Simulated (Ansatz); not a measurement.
Task: Name a neutral molecule of C, Ge, N, O and H with HOMO–LUMO gap (PBE0/def2-TZVPP) between 7.65 and 7.95 eV and LUMO energy (PBE0/def2-TZVPP) between 0.25 and 0.55 eV (Ansatz, PBE0-D4/def2-TZVP geometry).

Result: `NC[O][GeH3]` (7.86 eV, 0.39 eV). Other molecules can fit too; these were computed, each in one conformer that needn't be the lowest.
